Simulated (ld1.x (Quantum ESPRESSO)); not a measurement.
**tellurium, ultrasoft: configuration errors across variants**

- Element: tellurium (Te)
- Generator: ld1.x (Quantum ESPRESSO) 7.5
- Type: ultrasoft
- Functional: PBE
- Relativity: scalar-relativistic
- Frozen core: [Kr] 4d10
- Valence charge: 6
- Reference configuration: 5s2 5p3 (charge +1)
- Partial waves: 5s (bound): rcut 1.50, rcutus 1.90 bohr; 5s channel at 0.15 Ry: rcut 1.50, rcutus 1.90 bohr; 5p (bound): rcut 2.10, rcutus 2.25 bohr; 5p channel at -0.45 Ry: rcut 2.10, rcutus 2.25 bohr; 5d channel at -0.05 Ry: rcut 1.60, rcutus 2.10 bohr
- Local potential: all-electron potential smoothed inside 1.60 bohr (lloc = -1)
- Core correction: a·sin(br)/r model core inside 1.70 bohr
- Augmentation charge: built from norm-conserving waves at rcut, not smoothed further

All-electron excitation energies from the reference (eV): (1) 5s2 5p4 -9.729; (2) 5s2 5p2 17.925; (3) 5s2 5p1 44.822; (4) 5s0 5p6 8.973; (5) 5s2 5p0 81.305; (6) 5s2 5p3.5 -5.831; (7) 5s2 5p4.3 -11.197.

2 further variants failed, have other tests or too few solved ones, and are left out.

A true bound ghost makes a file unfit for plane-wave use even where its test errors are small: the radial tests pick states by their node count and pass the ghost by.

Errors AE − PS in meV (a dash: test not solved or not reliable):

```csv
change,(1),(2),(3),(4),(5),(6),(7),bound ghosts
base,-0.9,-15,-71,-47,-204,+0.3,-1.7,s
"wave 5p channel at -0.45 Ry: rcut 2.10, rcutus 2.25 bohr becomes 5p channel at 5.77 Ry: rcut 2.10, rcutus 2.25 bohr",+2.8,-10,-59,-49,-204,+1.3,+4.1,s
core correction a·sin(br)/r model core inside 1.96 bohr,-2.4,-18,-85,-33,–,–,–,s
local potential all-electron potential smoothed inside 1.45 bohr (lloc = -1),-0.9,-15,-71,-47,-204,+0.3,-1.7,s
```

(1) Give the same row for: local potential all-electron potential smoothed inside 1.00 bohr (lloc = -1).

Answers

(1) -0.9, -15, -71, -49, -204, +0.3, -1.7; bound ghosts: s, p, d.
